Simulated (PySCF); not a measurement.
[TiF5]2-: Ti(III) (d1), charge -2. The structure is a PBE0-D3(BJ)/def2-TZVP, IEF-PCM water geometry optimised for multiplicity 2; coordination trigonal bipyramidal, point group Cs, metal–donor distances 1.88–1.98 Å.

Method (PySCF 2.14, density fitting): CASSCF(1,5) with orbitals averaged over all microstates of the shell, strongly contracted NEVPT2 on the averaged canonical orbitals; basis x2c-TZVPall on the metal, x2c-SVPall elsewhere; spin-free X2C; IEF-PCM water; spin-orbit coupling by state interaction with the mean-field operator over all roots.

CASSCF energies above the lowest CASSCF root:

| state | CASSCF / cm⁻¹ |
| --- | --- |
| 2A'' | 0 |
| 2A'' | 1471 |
| 2A' | 5196 |
| 2A' | 7357 |
| 2A' | 17521 |

**Question.** How does dynamic correlation (SC-NEVPT2) move these states?

**Answer.** 
| state | NEVPT2 / cm⁻¹ | shift / cm⁻¹ |
| --- | --- | --- |
| 2A'' | 0 | 0 |
| 2A'' | 1590 | +119 |
| 2A' | 5505 | +309 |
| 2A' | 7598 | +241 |
| 2A' | 19137 | +1616 |

No frequencies were computed for the optimised geometry. NEVPT2 on the d shell alone tends to put d–d bands too high for such charged or covalently bound ions.
